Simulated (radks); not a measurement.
Results of a calculation; reference values are marked as such.
These are the eigenvalues of the occupied orbitals of an atom or ion with whole-number occupations (eV). Level of theory: scalar-relativistic Kohn-Sham, BLYP, spin-polarised, spherical densities, finite nucleus; Fermi nuclear charge, rms radius of each element as measured or else 0.836 A^(1/3) + 0.57 fm (a radial shooting solver on a logarithmic mesh with Libxc functionals).

orbital  eigenvalue
1s        -40315.52
2s        -6492.869
2p        -5820.292
3s        -1433.985
3p        -1220.078
3d        -915.9431
4s        -325.1857
4p        -255.0686
4d        -154.0369
5s         -78.6615
5p         -59.8296

Which element is it, and in what charge state? The configuration may be excited. Open shells, if any, are filled with parallel spins first.

Answer. Z = 58, cerium, charge +4: Ce4+ in [Xe]. The list shows which subshells hold electrons but not how many an open one holds; the 1s level, -1481.6 hartree, gives Z - s = 54.4 by -(Z - s)^2/2, which with screening and relativity narrows Z to a few neighbours, and the depths of the outer levels then fix element, charge and occupations together.
